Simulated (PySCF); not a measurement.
# Low-lying terms of Be (beryllium, neutral)

Ground state [He] 2s2, ¹S. Computed with PySCF 2.14 in aug-cc-pVTZ with one added diffuse shell each of s, p, d, f type (6s5p4d3f, 62 functions), with the non-relativistic Hamiltonian (point nucleus). Vertical excitation energies in eV without spin-orbit coupling; excited terms of each kind are numbered among those the solver found. Frozen: nothing.

```tsv
term	leading excitation	EOM-EE-CCSD	measured centre of gravity (NIST)
1 3P°	2s → p	2.714	2.725 (2s2p)
1 1P°	2s → p	5.302	5.277 (2s2p)
1 3S	2s → s	6.442	6.457 (2s3s)
1 1S	2s → s	6.761	6.779 (2s3s)
2 3P°	2s → p	7.321	n/a
2 1P°	2s → p	7.462	n/a
1 3D	2s → d	7.723	n/a
2 3S	2s → s	7.974	n/a
2 1S	2s → s	8.076	n/a
1 1D	2s → d	8.180	n/a
```

Only the lower part of the computed list is shown. Doubly excited terms such as np² are absent. The solver can miss terms. Rydberg members are limited by the diffuse functions of the basis.
